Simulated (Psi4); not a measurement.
C2H6O, charge +1, doublet, geometry from GFN2-xTB (a state made from the parent by changing its charge; the spin is typed, not shown lowest); M06-2X/pcseg-1 in Psi4 1.11.

Input for Psi4:
```
memory 2 GB

molecule mol {
1 2
  C    -1.190941    0.217814    0.238911
  C     0.048038   -0.353497   -0.350387
  O     1.255792    0.082793    0.056958
  H    -2.079775   -0.236263   -0.192337
  H    -1.246845    1.305401    0.097047
  H    -1.222434    0.087661    1.328941
  H     0.063537   -1.477895   -0.287394
  H     0.039994   -0.303426   -1.475513
  H     1.256603    0.776272    0.742453
}

set basis pcseg-1
set reference uks
set guess sap

energy('m06-2x')
print_variables()
```

Task: What does Psi4 print? Leave out banner, timings and long lists.

Result: 
```
   => Loading Basis Set <=

    Name: PCSEG-1
    Role: ORBITAL
    Keyword: BASIS

         ---------------------------------------------------------
                                   SCF
               by Justin Turney, Rob Parrish, Andy Simmonett
                          and Daniel G. A. Smith
                              UKS Reference
         ---------------------------------------------------------

  ==> Geometry <==

    Molecular point group: c1
    Full point group: C1

    Geometry (in Angstrom), charge = 1, multiplicity = 2:

       Center              X                  Y                   Z               Mass
    ------------   -----------------  -----------------  -----------------  -----------------
         C           -1.259521550136     0.221093441132     0.243511343200    12.000000000000
         C           -0.020542550136    -0.350217558868    -0.345786656800    12.000000000000
         O            1.187211449864     0.086072441132     0.061558343200    15.994914619570
         H           -2.148355550136    -0.232983558868    -0.187736656800     1.007825032230
         H           -1.315425550136     1.308680441132     0.101647343200     1.007825032230
         H           -1.291014550136     0.090940441132     1.333541343200     1.007825032230
         H           -0.005043550136    -1.474615558868    -0.282793656800     1.007825032230
         H           -0.028586550136    -0.300146558868    -1.470912656800     1.007825032230
         H            1.188022449864     0.779551441132     0.747053343200     1.007825032230

  Running in c1 symmetry.

  Rotational constants: A =      1.25652  B =      0.31036  C =      0.27236 [cm^-1]
  Rotational constants: A =  37669.47448  B =   9304.25325  C =   8165.07672 [MHz]
  Nuclear repulsion =   82.764536735482835

  Charge       = 1
  Multiplicity = 2
  Electrons    = 25
  Nalpha       = 13
  Nbeta        = 12

  ==> Algorithm <==

  SCF Algorithm Type is DF.
  DIIS enabled.
  MOM disabled.
  Fractional occupation disabled.
  Guess Type is SAP.
  Energy threshold   = 1.00e-06
  Density threshold  = 1.00e-06
  Integral threshold = 1.00e-12

  ==> Primary Basis <==

  Basis Set: PCSEG-1
    Blend: PCSEG-1
    Number of shells: 36
    Number of basis functions: 72
    Number of Cartesian functions: 75
    Spherical Harmonics?: true
    Max angular momentum: 2

  ==> DFT Potential <==

   => LibXC <=

    Version 7.1.2
    S. Lehtola, C. Steigemann, M. J. T. Oliveira, and M. A. L. Marques,  SoftwareX 7, 1–5 (2018) (10.1016/j.softx.2017.11.002)

   => Composite Functional: M06-2X <=

    Hybrid M06-2X Meta-GGA XC Functional  (10.1007/s00214-007-0310-x)
    Y. Zhao and D. G. Truhlar,  Theor. Chem. Acc., 120, 215, 2008

    Deriv               =              1
    GGA                 =           TRUE
    Meta                =           TRUE

    Exchange Hybrid     =           TRUE
    MP2 Hybrid          =          FALSE

   => Exchange Functionals <=

    1.0000   XC_HYB_MGGA_X_M06_2X

   => Exact (HF) Exchange <=

    0.5400               HF

   => Correlation Functionals <=

    1.0000   XC_MGGA_C_M06_2X

   => LibXC Density Thresholds  <==

    XC_MGGA_C_M06_2X:  1.00E-12
    XC_HYB_MGGA_X_M06_2X:  1.00E-15

   => Molecular Quadrature <=

    Radial Scheme          =       TREUTLER
    Pruning Scheme         =           NONE
    Nuclear Scheme         =       TREUTLER

    Blocking Scheme        =         OCTREE
    BS radius alpha        =              1
    Pruning alpha          =              1
    Radial Points          =             75
    Spherical Points       =            302
    Total Points           =         194141
    Total Blocks           =           1502
    Max Points             =            256
    Max Functions          =             72
    Weights Tolerance      =       1.00E-15

   => Loading Basis Set <=

    Name: (PCSEG-1 AUX)
    Role: JKFIT
    Keyword: DF_BASIS_SCF

  ==> Integral Setup <==

[...]
   -------------------------------------------------------
     A         72      72      13      12      12       1
   -------------------------------------------------------
    Total      72      72      13      12      12       1
   -------------------------------------------------------

  ==> Iterations <==

                           Total Energy        Delta E     RMS |[F,P]|

   @DF-UKS iter   1:  -153.11578415643936   -1.53116e+02   2.27534e-02 ADIIS/DIIS
   @DF-UKS iter   2:  -152.33840638421279    7.77378e-01   2.51361e-02 ADIIS/DIIS
   @DF-UKS iter   3:  -154.45805248904404   -2.11965e+00   5.97363e-03 ADIIS/DIIS
   @DF-UKS iter   4:  -154.52107447100954   -6.30220e-02   3.52303e-03 ADIIS/DIIS
   @DF-UKS iter   5:  -154.54481257196824   -2.37381e-02   3.01048e-04 ADIIS/DIIS
   @DF-UKS iter   6:  -154.54538920811441   -5.76636e-04   2.67970e-04 ADIIS/DIIS
   @DF-UKS iter   7:  -154.54562179079753   -2.32583e-04   1.58772e-04 ADIIS/DIIS
   @DF-UKS iter   8:  -154.54576753308862   -1.45742e-04   5.52227e-05 DIIS
   @DF-UKS iter   9:  -154.54578783201339   -2.02989e-05   1.44226e-05 DIIS
   @DF-UKS iter  10:  -154.54578934018477   -1.50817e-06   4.47483e-06 DIIS
   @DF-UKS iter  11:  -154.54578950990359   -1.69719e-07   7.47979e-07 DIIS
  Energy and wave function converged.

  ==> Post-Iterations <==

   Electrons on quadrature grid:
      Nalpha   =   12.9999987288 ; deviation = -1.271e-06
      Nbeta    =   12.0000025916 ; deviation = 2.592e-06
      Ntotal   =   25.0000013204 ; deviation = 1.320e-06

   @Spin Contamination Metric:   5.543469614E-03
   @S^2 Expected:                7.500000000E-01
   @S^2 Observed:                7.555434696E-01
   @S   Expected:                5.000000000E-01
   @S   Observed:                5.000000000E-01

    Orbital Energies [Eh]
    ---------------------

    Alpha Occupied:

[...]
      13A     -0.642417

    Alpha Virtual:

[...]
    Beta Occupied:

[...]
    Beta Virtual:

[...]
    Final Occupation by Irrep:
              A
    DOCC [    12 ]
    SOCC [     1 ]
    NA   [    13 ]
    NB   [    12 ]

  @DF-UKS Final Energy:  -154.54578950990359

   => Energetics <=

    Nuclear Repulsion Energy =             82.7645367354828352
    One-Electron Energy =                -365.8448776090751835
    Two-Electron Energy =                 138.7820328548064310
    DFT Exchange-Correlation Energy =     -10.2474814911176502
    Empirical Dispersion Energy =           0.0000000000000000
    VV10 Nonlocal Energy =                  0.0000000000000000
    Total Energy =                       -154.5457895099035852

  UHF NO Occupations:
  HONO-2 :   11  A 1.9995701
  HONO-1 :   12  A 1.9981086
  HONO-0 :   13  A 1.0000000
  LUNO+0 :   14  A 0.0018914
  LUNO+1 :   15  A 0.0004299
  LUNO+2 :   16  A 0.0001757
  LUNO+3 :   17  A 0.0000959

Computation Completed

Properties will be evaluated at   0.000000,   0.000000,   0.000000 [a0]

Properties computed using the SCF density matrix

 Multipole Moments:

 ------------------------------------------------------------------------------------
     Multipole            Electronic (a.u.)      Nuclear  (a.u.)        Total (a.u.)
 ------------------------------------------------------------------------------------

 L = 1.  Multiply by 2.5417464519 to convert [e a0] to [Debye]
 Dipole X            :          3.1984056           -3.3695637           -0.1711581
 Dipole Y            :         -0.1347207            0.1611208            0.0264002
 Dipole Z            :         -0.1965504            0.2260376            0.0294872
 Magnitude           :                                                    0.1756745

 ------------------------------------------------------------------------------------

  Variable Map:
  ----------------------------------------------------------------------------
[...]
  Array Variable Map:
  ----------------------------------------------------------------------------
[...]
[...]
```
